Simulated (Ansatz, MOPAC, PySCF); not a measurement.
Positional isomers: benzothiophene chloro. Isolated molecules, 0 K electronic values unless said otherwise. Strings in code marks are SMILES.

Quantity: electronic energy of isomers of C8H5ClS relative to `Clc1cccc2sccc12`, in kcal/mol. The restricted reference of `Clc1ccc2ccsc2c1` and `Clc1cccc2sccc12` is unstable towards unrestricted orbitals. Semi-empirical values (MOPAC) are differences of heats of formation.

Level 1: frozen-core CCSD(T)/cc-pVTZ // PBE-D3(BJ)/def2-SVP (Ansatz, a program for electronic structure)
Level 2: PBE-D3(BJ)/def2-TZVP // PBE-D3(BJ)/def2-SVP (PySCF)
Level 3: HF/cc-pVTZ // PBE-D3(BJ)/def2-SVP (Ansatz)
Level 4: PM3 // PBE-D3(BJ)/def2-SVP (MOPAC)

```json
[
 {"species": "`Clc1ccc2ccsc2c1`", "level 2": "0.56", "level 3": "-0.05", "level 4": "-0.63"}
]
```

Q: What does level 1 give for each?

A: 
- `Clc1ccc2ccsc2c1`: 0.58
